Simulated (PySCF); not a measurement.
## Electronic absorption of C2H11OPSi2

C2H11OPSi2.
Atom-mapped SMILES: `[CH3:1][O:2][C@@H:3]([SiH3:4])[SiH2:5][PH2:6]` (hydrogens: H7, H8, H9 on C1; H10 on C3; H11, H12, H13 on Si4; H14, H15 on Si5; H16, H17 on P6)

Level of theory: TDDFT CAM-B3LYP/def2-SVPD, vertical, gas phase, core orbitals frozen in the response in PySCF 2.14.0, density-fitted response routines. One conformer (not necessarily the lowest) at the PBE0-D3(BJ)/def2-SVP geometry, without solvent, vibrations or thermal averaging. Torsions of this conformer, `[CH3:1][O:2][C@@H:3]([SiH3:4])[SiH2:5][PH2:6]`: C1–O2–C3–Si4 88°, O2–C3–Si5–P6 50°, H–P6–Si5–C3 -171°, H–P6–Si5–C3 -77°.

```csv
state,E (eV),ν̃ (cm⁻¹),f,"main configurations (H = HOMO, L = LUMO)"
S1,6.40,51620,0.036,"H→L+1 (55%), H→L+2 (13%), H→L (8%)"
S2,6.59,53130,0.036,"H-1→L+2 (24%), H-1→L+5 (18%), H→L+1 (13%)"
S3,6.64,53580,0.0017,"H→L (69%), H-1→L (12%)"
S4,6.73,54240,0.028,H-1→L+1 (64%)
S5,6.93,55910,0.237,"H-1→L (50%), H-1→L+2 (11%), H-1→L+1 (10%)"
S6,7.20,58040,0.018,"H→L+4 (54%), H→L+3 (16%)"
S7,7.30,58880,0.039,"H→L+2 (50%), H-1→L+2 (14%), H→L+1 (10%)"
S8,7.37,59460,0.0061,"H-1→L+4 (40%), H-1→L+2 (12%), H→L+6 (12%)"
S9,7.45,60080,0.067,"H→L+3 (51%), H→L+4 (20%)"
S10,7.58,61170,0.111,"H→L+5 (31%), H→L+6 (25%), H→L+2 (11%)"
```

Triplets, Tamm–Dancoff:

```json
{"state": "T1", "E (eV)": "5.64", "λ (nm)": "220.0", "main configurations (H = HOMO, L = LUMO)": "H-1→L (39%), H→L (14%), H-1→L+3 (10%)"}
{"state": "T2", "E (eV)": "5.75", "λ (nm)": "215.6", "main configurations (H = HOMO, L = LUMO)": "H-1→L+4 (23%), H-1→L+5 (22%), H-1→L+2 (20%)"}
{"state": "T3", "E (eV)": "6.03", "λ (nm)": "205.6", "main configurations (H = HOMO, L = LUMO)": "H→L+1 (58%), H→L+2 (8%)"}
{"state": "T4", "E (eV)": "6.33", "λ (nm)": "195.7", "main configurations (H = HOMO, L = LUMO)": "H-1→L+1 (42%), H→L (23%)"}
```

The lowest singlet lies at 6.40 eV (194 nm, vacuum ultraviolet) and is of moderate strength; its leading configuration is HOMO→LUMO+1 (55%). The most intense listed level is S5 at 6.93 eV (179 nm, f = 0.237), 0.53 eV above S1. Löwdin shares by element: HOMO oxygen 34%, carbon 17% or more, phosphorus 12%, silicon 10% or more (atoms not listed hold the other 27%); LUMO silicon 37%, phosphorus 15%, hydrogen 6% or more (atoms not listed hold the other 42%). The listed states span 1.18 eV, and the widest gap between neighbours is 0.26 eV (S5 to S6). Weighted by f, the mean energy of these states is 7.09 eV. Orbital energies (eV): HOMO-3 -10.50, HOMO-2 -10.11, HOMO-1 -8.73, HOMO -8.52, LUMO 0.94, LUMO+1 1.06, LUMO+2 1.40. The vertical ionisation energy (ΔSCF) is 9.09 eV, 1.51 eV above S10. Only the lowest 10 singlets were computed, as vertical energies without vibronic structure.
